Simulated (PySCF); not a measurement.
# Carbon: a sound run and one with changed settings

Sound run: C⁺ [He] 2s2 2p1, C²⁺ [He] 2s2. Computed with PySCF 2.14 in def2-TZVP (5s3p2d1f, 31 functions), with no relativity, point nucleus. The sound run starts from symmetry-adapted Hartree-Fock orbitals and uses a fine grid where one is needed.

A second run was set up differently.

```tsv
species	method	sound run (hartree)	changed run (hartree)	converged
C⁺	UHF	-37.29554	-37.29495	no
C⁺	MN15	-37.39382	-37.39288	no
C⁺	M06-2X	-37.42663	-37.42633	no
C²⁺	UHF	-36.40730	-36.40706	no
C²⁺	MN15	-36.49622	-36.49616	no
C²⁺	M06-2X	-36.52790	-36.52789	no
```

What was changed?
A. angular grid far too coarse
B. too few SCF iterations
C. basis contracted for another Hamiltonian
D. minimal basis

B. It used initial guess 1e, at most 2 SCF cycles. The SCF was stopped early; the energies are upper bounds that still move, and correlated levels were skipped or rest on poor orbitals.
